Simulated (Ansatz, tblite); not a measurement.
Adding an electron: the cluster Li9⁺. Charge 1, multiplicity 1. Geometry: PBE0/def2-TZVP. Ansatz, gas phase; energy differences of separate SCF runs; the reduced species was run as a doublet alone.

```xyz
9

Li   -0.483    0.379   -2.575
Li   -0.002   -0.001    0.000
Li    2.067    1.328   -0.979
Li   -1.682   -1.968   -0.552
Li   -1.169   -0.671    2.279
Li    1.934   -0.626    1.692
Li    1.421   -1.919   -1.141
Li   -2.319    1.267   -0.158
Li    0.233    2.210    1.435
```

The xTB rows come from tblite. The structure comes from a short search, and lower isomers may exist.

| level | −HOMO (eV) | −LUMO (eV) | vertical EA (eV) | HOMO–LUMO gap (eV) | remarks |
| --- | --- | --- | --- | --- | --- |
| GFN2-xTB | 9.89 | 7.78 | 6.08 | 2.11 | – |
| PBE/def2-TZVP | 6.40 | 5.01 | 3.57 | 1.39 | – |
| r2SCAN/def2-TZVP | 6.37 | 4.82 | 3.53 | 1.55 | restricted SCF unstable in HF (+1 singlet) |
| PBE0/def2-TZVP | 6.90 | 4.51 | 3.52 | 2.38 | restricted SCF unstable in HF (+1 singlet) |

  Raw xTB energy differences between charge states are shifted by several eV; the methods need an empirical correction for them.
